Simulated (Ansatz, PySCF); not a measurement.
Si(H)(SiH3) (H4Si2), SMILES [SiH][SiH3] (connectivity only; charge and spin as stated), neutral, multiplicity 1.

The structure is a stationary point at PBE0-D3(BJ)/def2-TZVP. The isomer is the one that the SMILES or the coordinates give; other isomers of the formula were not compared.

Vertical ionisation energy (IE) and electron affinity (EA) in eV. Rows of orbital energies are one-electron estimates. Where ΔSCF, EOM or ADC give a negative EA the extra electron is unbound and the value depends on the basis.

```json
[
 {"level": "−ε(HOMO), −ε(LUMO), HF/def2-TZVPD (PySCF)", "IE": "8.82", "EA": "0.14"},
 {"level": "−ε(HOMO), −ε(LUMO), PBE/def2-TZVPD (PySCF)", "IE": "5.71", "EA": "4.25"},
 {"level": "ΔSCF, PBE0/def2-TZVPD (Ansatz), final states of multiplicity 2 and 2", "IE": "8.72", "EA": "1.59"},
 {"level": "ΔSCF, PBE/def2-TZVPD (Ansatz), final states of multiplicity 2 and 2", "IE": "8.68", "EA": "1.57"}
]
```

Q: What vertical singlet–triplet gap does ΔSCF give with PBE0/def2-TZVPD (Ansatz, a first-principles code) and with PBE/def2-TZVPD (Ansatz)? (An estimate is asked for; the answer gives what the named calculation found.)

A: 0.82 and 0.86 eV (triplet above singlet where positive).
